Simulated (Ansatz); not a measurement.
`N[SiH](N)[GeH3]` + `C[SiH2]Cl` → `N[SiH](Cl)[GeH3]` + `C[SiH2]N`  (redistribution)

Gas-phase electronic energies from Ansatz, PBE0-D4/def2-TZVP geometries. CCSD(T)/CBS adds triple-zeta CCSD(T) − MP2 to the extrapolated MP2 energy (def2 sets, frozen cores). DFT in def2-TZVPP. B3LYP here is the variant with VWN-RPA as its local correlation; programs differ in this. For Ge outer-core shells are correlated without core-valence functions, which leaves a few kJ/mol of doubt a bond. Scalar relativity is left out up to krypton. Each species was taken in one conformer, which may not be the lowest.

```
             level  ΔE (kJ/mol)  difference from CCSD(T)/CBS
            PBE-D4          2.2                         -1.1
         r2SCAN-D4          3.8                          0.5
           PBE0-D4          2.5                         -0.8
          B3LYP-D4          2.3                         -1.0
           ωB97X-V          2.2                         -1.1
           ωB97M-V          2.2                         -1.1
            B2PLYP          2.5                         -0.8
               PBE          2.2                         -1.1
            r2SCAN          3.7                          0.4
              PBE0          2.6                         -0.7
             B3LYP          2.4                         -0.9
     HF/def2-TZVPP          2.9                         -0.4
    MP2/def2-TZVPP          2.6                         -0.7
SCS-MP2/def2-TZVPP          2.7                         -0.6
   CCSD/def2-TZVPP          3.3                          0.0
CCSD(T)/def2-TZVPP          3.0                         -0.3
     HF/def2-QZVPP          3.1                         -0.2
    MP2/def2-QZVPP          2.8                         -0.5
SCS-MP2/def2-QZVPP          2.9                         -0.4
      HF/CBS(def2)          3.1                         -0.2
     MP2/CBS(def2)          2.8                         -0.5
    CCSD/CBS(def2)          3.5                          0.2
       CCSD(T)/CBS          3.3                            0
```

Largest T1 diagnostic among the species: 0.011.
